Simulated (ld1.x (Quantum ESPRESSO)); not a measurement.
## Which change was made? (Sn, TM)

```json
{"Element": "tin", "Generator": "ld1.x (Quantum ESPRESSO) 7.5", "Type": "norm-conserving Troullier–Martins (Kleinman–Bylander form)", "Functional": "PBEsol", "Relativity": "scalar-relativistic", "Frozen core": "[Kr] 4d10", "Valence charge": "4", "Reference configuration": "5s2 5p0 (charge +2)", "Partial waves": "5s (bound): rc 1.50 bohr; 5p (bound, empty): rc 2.25 bohr; 5d channel at 0.25 Ry: rc 2.35 bohr", "Local potential": "all-electron potential smoothed inside 1.60 bohr (lloc = -2)", "Core correction": "a·sin(br)/r model core inside 0.85 bohr"}
```

Cutoffs, loose and tight: the cutoffs (Ry, on a coarse ladder) from which the occupation-weighted sum of valence levels, in a spherical-Bessel basis at the reference potential, stays within 10 and 1 mRy of its value at 400 Ry. They do not see the model core or the augmentation charge, which bear on the density cutoff. Test errors are all-electron minus pseudo excitation energies from the reference, over the configurations 5s2 5p2; 5s2 5p1; 5s1 5p0; 5s2 5p1.5; 5s1 5p2; 5s0 5p4; 5s1 5p3; variants that change the core or the reference have their own tests. The largest error is taken over the tests solved by every variant that gives reliable tests at all, those not shown here included: 5s0 5p4; 5s2 5p1; 5s2 5p1.5; 5s2 5p2.

The base gives: outcome: generated; cutoff, loose: 40 Ry; cutoff, tight: 140 Ry; bound ghosts: s; largest test error (meV): -64.

(1) After one change the result is: outcome: generated; cutoff, loose: 21 Ry; cutoff, tight: 40 Ry; bound ghosts: none; largest test error (meV): -40. Which change was it?
A. all radii but the core radius scaled by about 0.84 (s 1.26, p 1.90, d 1.98 bohr); local potential all-electron potential smoothed inside 1.34 bohr (lloc = -2)
B. all radii but the core radius scaled by about 1.24 (s 1.86, p 2.78, d 2.90 bohr); local potential all-electron potential smoothed inside 1.98 bohr (lloc = -2)
C. all radii but the core radius scaled by about 1.10 (s 1.66, p 2.48, d 2.60 bohr); local potential all-electron potential smoothed inside 1.76 bohr (lloc = -2)

Results:

(1) B. The others give: all radii but the core radius scaled by about 1.10 (s 1.66, p 2.48, d 2.60 bohr); local potential all-electron potential smoothed inside 1.76 bohr (lloc = -2) → outcome: generated; cutoff, loose: 30 Ry; cutoff, tight: 60 Ry; bound ghosts: none; largest test error (meV): -32 | all radii but the core radius scaled by about 0.84 (s 1.26, p 1.90, d 1.98 bohr); local potential all-electron potential smoothed inside 1.34 bohr (lloc = -2) → outcome: generated; cutoff, loose: 160 Ry; cutoff, tight: over 300 Ry; bound ghosts: s; largest test error (meV): -251.
